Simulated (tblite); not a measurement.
Run record: tight-binding relaxation, `C(=C\C)/C/C(B(F)F)=C\Br`.

Computed with GFN2-xTB geometry optimisation, gas phase (tblite 0.8.0). Start geometry: from a force field or distance geometry. The command runs a driver script over a list of jobs; the input below is this job's line of settings and its coordinates in Å.

Command:
```bash
OMP_NUM_THREADS=1 python probes_run.py task.json out
```

Input:
```
{"job": {"kind": "relax", "xc": "GFN2-xTB", "basis": "xTB"}, "charge": 0, "multiplicity": 1}
C      2.983800    -0.042600     0.653900
C      1.733400     0.371900    -0.035600
C      0.733000    -0.460400    -0.261700
C     -0.456200     0.146400    -0.979600
C     -1.707500     0.051400    -0.176500
C     -2.396600     1.130400     0.180600
Br    -1.768900     2.891700    -0.309500
B     -2.282200    -1.322900     0.263000
F     -2.711500    -2.300900    -0.703900
F     -2.398900    -1.646900     1.663400
H      2.830900    -0.659900     1.556800
H      3.646200    -0.605800    -0.020900
H      3.537600     0.898200     0.925200
H      1.677100     1.421700    -0.349200
H      0.748200    -1.498000     0.038800
H     -0.265400     1.140800    -1.357900
H     -0.591000    -0.517800    -1.868700
H     -3.320900     1.009000     0.770100
```

Output:
```
step      E/eV     max force
  0    -863.15635    3.561
  1    -863.66904    2.180
  2    -863.83320    2.437
  3    -863.90853    0.861
  4    -863.95800    0.349
  5    -863.97794    0.497
  6    -863.98879    0.380
  7    -863.99776    0.236
  8    -864.00686    0.249
  9    -864.01160    0.186
... (115 lines left out)
125    -864.22960    0.031
126    -864.22995    0.034
127    -864.23016    0.025
128    -864.23023    0.015
129    -864.23027    0.011
130    -864.23031    0.012
131    -864.23033    0.014
132    -864.23035    0.016
133    -864.23036    0.012
134    -864.23037    0.009
```

«max force» is the largest atomic force in eV/Å.

**Question.** From which step on does the largest force stay under 0.1 eV/Å, and how much energy is left to gain from there?

**Answer.** From step 68 (0.080 eV/Å), 13.5 meV above the end.

Summary of the converged run: energy lowered by 24.8 kcal/mol over 134 steps; largest atomic force 0.009 eV/Å at the end.

Time: 1.4 s wall. Hardware: an Arm Neoverse V1 with one thread, no GPU (shared host).
Labels such as C1 count atoms from 1, the log's own numbers from 0.
